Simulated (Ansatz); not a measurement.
Z-matrix (Å, degrees):
```
Sn
S 1 2.880
C 1 2.159 2 39.2
C 1 2.159 2 39.2 3 -179.8
H 1 1.709 2 125.2 3 -89.9
H 1 1.709 2 124.9 3 90.1
H 3 1.090 1 115.0 2 -115.6
H 3 1.090 1 115.0 2 115.6
H 4 1.090 1 115.0 2 -115.6
H 4 1.090 1 115.0 2 115.6
```

The species carries charge 0 and has multiplicity 1. Sn: def2 effective core potential.

List the ωB97M-V/def2-TZVPP orbital energies in eV (the Gaussian-basis code of Ansatz). (Estimate.)

Computed: Occupied: -2426.58, -281.93, -281.93, -220.48, -163.62, -163.53, -163.38, -142.96, -97.55, -97.51, -97.48, -31.15, -31.13, -31.13, -31.06, -31.04, -24.86, -21.58, -19.07, -16.62, -14.82, -13.96, -13.38, -12.81, -11.40, -10.25, -9.51, -8.52. Lowest empty: 0.67, 1.66, 2.38, 2.59, 3.20, 3.29, 3.75, 3.79.
